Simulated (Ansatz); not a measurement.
Reaction (redistribution): `CSS[SiH2][SiH3]` + `CB(C)S` → `C[SiH2]SSC` + `CB([SiH3])S`

Computed with Ansatz on PBE0-D4/def2-TZVP structures; ΔE is electronic, products minus reactants. CBS: MP2 limit from def2 TZ/QZ plus the TZ coupled-cluster correction, frozen cores. DFT in def2-TZVPP. B3LYP here is the variant with VWN-RPA as its local correlation; programs differ in this. One conformer a species, not always the lowest.

`CSS[SiH2][SiH3]`:

```xyz
13

C    -0.452    2.676    0.349
S    -0.911    1.410   -0.846
S    -1.812   -0.001    0.351
Si   -0.040   -1.131    0.813
Si    0.805   -2.175   -1.101
H     0.030    3.470   -0.227
H    -1.334    3.075    0.847
H     0.254    2.285    1.081
H     0.964   -0.228    1.441
H    -0.457   -2.146    1.822
H     1.096   -1.179   -2.163
H    -0.201   -3.149   -1.601
H     2.058   -2.906   -0.766
```

`CB(C)S`:

```xyz
11

C     0.643    1.099   -0.407
B    -0.072   -0.087    0.327
C    -0.708   -1.276   -0.474
S    -0.189   -0.175    2.117
H     0.097    1.397   -1.308
H     1.622    0.744   -0.756
H     0.818    1.985    0.206
H    -1.046   -2.117    0.134
H    -1.572   -0.901   -1.036
H    -0.007   -1.652   -1.228
H     0.414    0.985    2.426
```

`C[SiH2]SSC`:

Cartesian coordinates in Å:
```
C 0.108 -2.308 0.241
Si 1.141 -0.794 -0.083
S 0.349 0.391 -1.691
S -1.414 0.923 -0.770
C -0.955 2.454 0.059
H 0.089 -2.957 -0.636
H -0.916 -2.019 0.484
H 0.517 -2.872 1.084
H 2.518 -1.158 -0.518
H 1.225 0.058 1.133
H -0.170 2.278 0.794
H -1.856 2.803 0.569
H -0.636 3.203 -0.665
```

`CB([SiH3])S`:

Z-matrix (Å, degrees):
```
C
B 1 1.563
H 1 1.096 2 110.0
H 1 1.096 2 109.9 3 -115.4
H 1 1.093 2 114.7 3 122.4
Si 2 2.023 1 121.4 3 57.2
S 2 1.776 1 123.6 3 -122.8
H 6 1.492 2 109.9 1 -59.0
H 6 1.488 2 113.3 1 179.9
H 6 1.492 2 109.9 1 58.7
H 7 1.349 2 99.9 1 0.1
```

| level | ΔE (eV) |
| --- | --- |
| PBE-D4 | 0.19 |
| PBE0-D4 | 0.20 |
| B3LYP | 0.17 |
| CCSD(T)/def2-TZVPP | 0.15 |

**Question.** What does CCSD(T)/CBS give? (Best estimate.)

**Answer.** The calculation gave: +0.16 eV. The listed levels differ from it by 0.03, 0.04, 0.01, -0.01 eV.

Largest T1 diagnostic among the species: 0.014.
